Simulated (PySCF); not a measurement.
**Bonding in `[SiH3]SC[SiH2]/C=C\Cl`**

Species: C3H9ClSSi2.
Atom-mapped SMILES: `[SiH3:1][S:2][CH2:3][SiH2:4]/[CH:5]=[CH:6]\[Cl:7]` (hydrogens: H8, H9, H10 on Si1; H11, H12 on C3; H13, H14 on Si4; H15 on C5; H16 on C6)

Geometry (GFN2-xTB, Å), atoms numbered from 1 in this order:
```
atom  x, y, z in Å
Si1    2.7663    0.9248    0.6750
S2     1.4747    0.7318   -1.0144
C3     0.7721   -0.9461   -0.7783
Si4   -0.7116   -0.9572    0.4170
C5    -1.8810    0.3946   -0.1697
C6    -3.0482    0.6406    0.4004
Cl7   -3.6031   -0.2782    1.7411
H8     1.9743    1.0216    1.8967
H9     3.5001    2.1421    0.3816
H10    3.6115   -0.2651    0.7122
H11    0.4767   -1.2634   -1.7760
H12    1.5743   -1.5999   -0.4464
H13   -1.3340   -2.2830    0.3438
H14   -0.2443   -0.6811    1.7798
H15   -1.5908    1.0187   -1.0034
H16   -3.7446    1.4088    0.0965
```

Bond orders from the PBE0/pcSseg-1 density (PySCF). Isolated species at its GFN2-xTB geometry (one conformer only).

(1) How far do the computed orders between heavy atoms stray from the drawn ones?

(2) Set the Mayer orders of the bonds beside their lengths.

(3) Sum the orders of all bonds at each heavy atom with more than one neighbour and set the sums beside the valence in the SMILES.

## Answers

(1) The largest departure is 0.137, at Si4–C5 (drawn single, 0.863). Drawn single, order below 0.88: C3–Si4 (0.871) and Si4–C5 (0.863).

(2) 
```tsv
bond	drawn as	length (Å)	Mayer order
Si1–S2	single	2.135	0.962
S2–C3	single	1.834	0.972
C3–Si4	single	1.905	0.871
Si4–C5	single	1.881	0.863
C5–C6	double	1.322	1.910
C6–Cl7	single	1.717	1.030
Si1–H8	single	1.459	0.914
Si1–H9	single	1.451	0.948
Si1–H10	single	1.460	0.920
C3–H11	single	1.088	0.936
C3–H12	single	1.087	0.938
Si4–H13	single	1.466	0.942
Si4–H14	single	1.467	0.950
C5–H15	single	1.081	0.927
C6–H16	single	1.081	0.940
```

(3) Si1 3.744 (drawn 4), S2 1.934 (drawn 2), C3 3.717 (drawn 4), Si4 3.626 (drawn 4), C5 3.700 (drawn 4), C6 3.880 (drawn 4). Orders between atoms that aren't bonded are not in these sums.

The Mayer order sums products of elements of PS (density times overlap matrix) between the two atoms' basis functions, so it depends on the basis set.
